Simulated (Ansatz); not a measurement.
Cd₁₄H₃₄S₁₄⁺. Total charge 1; doublet. Geometry PBE-D4/def2-SVP, that of the neutral singlet; atoms count from 1.

```xyz
62

S     0.732   -1.725    4.620
Cd    2.859   -2.793    3.582
Cd    3.998    1.959    3.025
S     3.213   -0.581    2.103
Cd   -1.040   -3.057    3.058
S     1.066   -4.017    1.680
Cd   -0.844    0.578    3.996
S     1.243    2.110    3.333
S    -0.884   -0.758    1.766
Cd    1.205   -0.312    0.457
Cd    0.372   -4.357   -0.824
S     1.956   -2.219   -1.256
Cd    0.553    3.580    1.242
S     1.419    1.900   -0.738
Cd    3.387    3.824   -0.008
Cd    2.994   -1.467   -3.582
S     4.295    0.492   -2.127
S    -5.451    2.048    1.015
Cd   -2.922   -0.828    0.258
S    -1.705   -2.572   -1.433
Cd   -4.569    2.619   -1.534
S    -1.929    3.600    1.355
S    -2.397    1.318   -1.207
Cd   -0.189    2.071   -2.615
Cd   -1.475   -1.991   -3.978
S     0.568   -0.366   -3.807
Cd   -6.037    1.122   -3.902
S    -3.083    0.572   -4.441
H     0.674   -2.223    5.887
H     2.531    0.127    6.080
H     4.087   -3.874    4.026
H     4.786   -4.031    0.339
H     3.093    0.497    6.455
H     4.918    1.941    4.451
H     4.192   -0.936    1.224
H    -2.387   -3.988    3.503
H     4.155   -4.150    0.765
H     1.086   -5.314    2.098
H    -1.967    1.044    5.178
H     1.105    3.068    4.291
H     0.156   -5.782   -1.724
H     3.018   -2.693   -0.547
H     1.915    4.752    0.974
H     3.991    2.696    1.346
H     4.139    4.502   -1.378
H     3.866   -2.239   -4.812
H     4.538    1.465   -3.050
H     3.125    1.133   -1.636
H    -6.740    1.737    0.694
H    -5.053    0.708    0.914
H    -4.615   -0.904    0.616
H    -2.671   -3.516   -1.612
H    -5.076    4.048   -2.317
H    -2.120    4.631    0.483
H    -2.082    2.201   -0.108
H    -0.923    2.807   -4.000
H    -2.121   -2.851   -5.293
H     0.566   -0.001   -5.119
H    -5.678    0.950   -2.210
H    -6.638    1.217   -5.464
H    -3.018    0.589   -5.804
H    -2.188    1.638   -4.287
```

In the def2 sets Cd takes a core potential; there is no spin–orbit coupling. Single mean-field runs in def2-TZVP are fitted with def2-universal-jkfit. In the doublet geometry the species has come apart into loosely held pieces.

(1) Estimate the Mulliken populations of the heavy atoms from the PBE0/def2-TZVP orbitals of Ansatz.

(2) Where does the spin sit?

(3) And the Mayer bond orders between heavy atoms (over 0.3)?

## Answers

(1) 
```
atom  charge (e)  spin (α − β)  d electrons
  S1       -0.62          0.02            –
 Cd2        0.56          0.00         9.98
 Cd3        0.43          0.00         9.98
  S4       -0.60          0.01            –
 Cd5        0.56          0.00         9.98
  S6       -0.64          0.05            –
 Cd7        0.60          0.00         9.98
  S8       -0.64          0.01            –
  S9       -0.88          0.08            –
Cd10        0.86         -0.01        10.01
Cd11        0.56          0.00         9.98
 S12       -0.63          0.01            –
Cd13        0.65         -0.02        10.00
 S14       -0.83          0.24            –
Cd15        0.37          0.00         9.97
Cd16        0.53          0.00         9.98
 S17       -0.31          0.03            –
 S18       -0.26          0.01            –
Cd19        0.65          0.00         9.99
 S20       -0.67          0.01            –
Cd21        0.41          0.00         9.99
 S22       -0.45          0.25            –
 S23       -0.69          0.08            –
Cd24        0.62         -0.01         9.99
Cd25        0.57          0.00         9.98
 S26       -0.66          0.00            –
Cd27        0.44          0.00         9.95
 S28       -0.37          0.00            –
```
Mulliken values depend strongly on the basis.

(2) Summed by element: S 0.81, Cd -0.05, H 0.24, of 1 unpaired in all. Largest on single atoms: S22 0.25, S14 0.24, S23 0.08.

(3) S1–Cd2 0.42 (2.60 Å); S1–Cd5 0.34 (2.71 Å); Cd2–S4 0.32 (2.68 Å); S4–Cd10 0.45 (2.61 Å); Cd5–S6 0.33 (2.69 Å); Cd5–S9 0.35 (2.64 Å); S6–Cd11 0.41 (2.62 Å); Cd7–S8 0.33 (2.67 Å); Cd7–S9 0.40 (2.60 Å); S8–Cd13 0.41 (2.65 Å); S9–Cd10 0.50 (2.51 Å); S9–Cd19 0.45 (2.54 Å); Cd10–S12 0.35 (2.67 Å); Cd10–S14 0.47 (2.52 Å); S12–Cd16 0.33 (2.66 Å); Cd13–S22 0.62 (2.48 Å); S14–Cd24 0.51 (2.48 Å); Cd16–S17 0.33 (2.76 Å); Cd16–S26 0.34 (2.67 Å); S18–Cd21 0.37 (2.76 Å); Cd19–S23 0.33 (2.65 Å); S20–Cd25 0.41 (2.62 Å); Cd21–S23 0.43 (2.55 Å); Cd25–S26 0.39 (2.62 Å).
